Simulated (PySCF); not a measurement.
Job file and geometry (Å, from GFN2-xTB) of an NMR shielding run on SMILES FC[C@@H]1C=C[Si@@H](CF)O1, C5H8F2OSi, GIAO PBE0/pcSseg-1 NMR shielding, non-relativistic, gas phase in PySCF; density fitting, a coarse starting grid and PySCF grid level 2 are the driver's defaults:

```
$ OMP_NUM_THREADS=1 python probes_run.py task.json out

{"job": {"kind": "nmr", "xc": "PBE0", "basis": "pcSseg-1"}, "charge": 0, "multiplicity": 1}
F     -3.452881     0.462492    -0.417536
C     -2.294989     0.866506     0.189857
C     -1.076334     0.444643    -0.641213
C     -0.947303    -1.051444    -0.676554
C      0.110096    -1.549278    -0.048566
Si     1.055716    -0.095184     0.677153
C      2.844311     0.218573     0.080848
F      3.733970    -0.424931     0.916675
O      0.073316     0.999951    -0.059056
H     -2.334252     1.955297     0.283680
H     -2.255238     0.399561     1.178798
H     -1.184757     0.855658    -1.653795
H     -1.720333    -1.608381    -1.181434
H      0.308984    -2.603962     0.015083
H      0.983252     0.014903     2.133904
H      3.101215     1.279355     0.119267
H      3.048230    -0.151729    -0.927021
```

Question: Write the output of this run.

Answer: 
```
coarse grid: 15272 points
cycle   1  E = -758.8609542191  dE =  1.256e+00  |g| = 8.659e-01  |ddm| = 3.706e+00
cycle   2  E = -758.7259073965  dE =  1.350e-01  |g| = 1.253e+00  |ddm| = 1.562e+00
cycle   3  E = -758.9877033518  dE = -2.618e-01  |g| = 1.072e-01  |ddm| = 1.035e+00
cycle   4  E = -758.9895251799  dE = -1.822e-03  |g| = 5.361e-02  |ddm| = 1.253e-01
cycle   5  E = -758.9900649749  dE = -5.398e-04  |g| = 1.208e-02  |ddm| = 4.848e-02
cycle   6  E = -758.9900886221  dE = -2.365e-05  |g| = 4.458e-03  |ddm| = 1.061e-02
cycle   7  E = -758.9900929515  dE = -4.329e-06  |g| = 9.170e-04  |ddm| = 3.821e-03
final grid: 145360 points
cycle   8  E = -759.0668916012  dE = -3.810e-05  |g| = 1.135e-02  |ddm| = 2.776e-02
cycle   9  E = -759.0668668553  dE =  2.475e-05  |g| = 1.652e-02  |ddm| = 1.918e-02
cycle  10  E = -759.0669168457  dE = -4.999e-05  |g| = 1.303e-03  |ddm| = 1.165e-02
cycle  11  E = -759.0669171915  dE = -3.458e-07  |g| = 2.847e-04  |ddm| = 1.334e-03
cycle  12  E = -759.0669172035  dE = -1.201e-08  |g| = 1.281e-04  |ddm| = 2.887e-04
cycle  13  E = -759.0669172058  dE = -2.309e-09  |g| = 2.243e-05  |ddm| = 9.272e-05
cycle  14  E = -759.0669172059  dE = -8.185e-11  |g| = 5.172e-06  |ddm| = 2.536e-05
converged SCF energy = -759.0669172059

GIAO shielding tensors (ppm)
atom      isotropic    diamagn.    paramagn.     s11        s22        s33       span
  0 F      425.541     470.038     -44.498    390.986    420.159    465.477     74.492
  1 C       96.642     245.585    -148.943     64.750     78.450    146.725     81.975
  2 C      100.638     242.370    -141.732     71.543     91.731    138.640     67.097
  3 C       22.952     258.550    -235.598   -104.871     23.531    150.197    255.068
  4 C       55.156     260.772    -205.616    -53.545     50.079    168.933    222.478
  5 Si     339.877     880.875    -540.998    288.314    337.112    394.204    105.890
  6 C      108.091     251.085    -142.995     64.420     82.151    177.701    113.281
  7 F      488.113     469.516      18.597    442.704    490.203    531.431     88.727
  8 O      294.142     399.593    -105.451    245.967    307.699    328.760     82.793
  9 H       26.690      28.745      -2.054     22.332     28.632     29.107      6.776
 10 H       27.618      29.426      -1.808     23.787     28.832     30.235      6.447
 11 H       26.668      29.785      -3.117     22.912     25.946     31.145      8.233
 12 H       24.016      31.701      -7.685     21.826     23.481     26.741      4.915
 13 H       25.195      31.333      -6.137     23.861     24.932     26.794      2.934
 14 H       26.201      29.273      -3.071     22.667     24.740     31.196      8.529
 15 H       26.703      29.418      -2.714     22.538     27.184     30.388      7.850
 16 H       26.832      30.062      -3.230     23.099     27.233     30.164      7.065
```

Question: Turn these shieldings into chemical shifts. Shifts are taken against calculated references (same method and geometry level): ¹⁹F (σref 170.95) against CFCl3; ¹³C (σref 186.93) and ²⁹Si (σref 349.16) and ¹H (σref 31.72) against TMS; ¹⁷O (σref 336.08) against H2O.

Answer: Averaging equivalent atoms: F 0: -254.6; F 7: -317.2; C 3: 164.0; C 4: 131.8; C 1: 90.3; C 2: 86.3; C 6: 78.8; Si 5: 9.3; O 8: 41.9; H 12: 7.70; H 13: 6.52; H 14: 5.52; H 11: 5.05; H 9: 5.03; H 15: 5.01; H 16: 4.88; H 10: 4.10 ppm. Unscaled 19F shifts against computed CFCl3 carry errors that often reach 10 to 50 ppm. Experimental scales use liquid or dissolved standards, which lie at an offset from isolated H2O (liquid H2O: subtract about 36 ppm).

Size and cost of the density-fitted run: 200 basis functions, 21 s wall time on 1 thread of an AMD EPYC 9R45 96-Core, shared host; peak memory 0.89 GiB.
